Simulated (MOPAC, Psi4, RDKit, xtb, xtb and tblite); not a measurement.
Two geometries of SMILES [SiH3]CCC=O, relaxed at GFN2-xTB with one dihedral held; other torsions can differ between them too.

Structure A

```
13

O     -0.8934     1.3739     1.0249
C     -1.5549     0.5478     0.4637
C     -1.0463    -0.7227    -0.1549
C      0.4779    -0.8365    -0.1402
Si     1.1135    -2.5827     0.2605
H     -2.6553     0.6635     0.3750
H     -1.4499    -0.8000    -1.1667
H     -1.5133    -1.5293     0.4218
H      0.8774    -0.4867    -1.0924
H      0.8542    -0.1408     0.6142
H      0.5982    -2.9822     1.5724
H      0.6150    -3.5215    -0.7496
H      2.5751    -2.5793     0.2610
```

Structure B

```
13

O     -1.1328     1.3670     0.9918
C     -1.6822     0.5391     0.3197
C     -1.0296    -0.6678    -0.2602
C      0.4575    -0.7913     0.0645
Si     1.2466     0.5864     1.1413
H     -2.7592     0.6336     0.0832
H     -1.2067    -0.6295    -1.3401
H     -1.5962    -1.5318     0.1027
H      0.6342    -1.7402     0.5702
H      1.0225    -0.8404    -0.8659
H      1.2981     1.8744     0.4583
H      0.7476     0.5842     2.5121
H      2.6483     0.1205     1.2242
```

**Question.** Which is lower in energy at the level DF-MP2 (frozen core)/cc-pVTZ // GFN2-xTB (Psi4), and by how much?

**Answer.** A is lower, by 8.11 kJ/mol (dihedral C2–C3–C4–Si5: 140° in A, 0° in B).

E(B) − E(A) in kJ/mol at the other levels, on the same two geometries: GFN2-xTB (xtb and tblite) -7.27; MMFF94 // GFN2-xTB (RDKit) 82.54; PBE0/def2-TZVP // GFN2-xTB (Psi4) 8.48; PBE0-D3(BJ)/def2-TZVP // GFN2-xTB (Psi4) 6.90; PBE/def2-TZVP // GFN2-xTB (Psi4) 9.53; PBE-D3(BJ)/def2-TZVP // GFN2-xTB (Psi4) 7.78; HF/cc-pVTZ // GFN2-xTB (Psi4) 16.59; UFF // GFN2-xTB (RDKit) 124.44; PM6, restricted, heats of formation // GFN2-xTB (MOPAC) 4.70; PM3, restricted, heats of formation // GFN2-xTB (MOPAC) 36.38; GFN1-xTB // GFN2-xTB (xtb) -64.55.

MMFF94 has few fitted parameters for silicon.
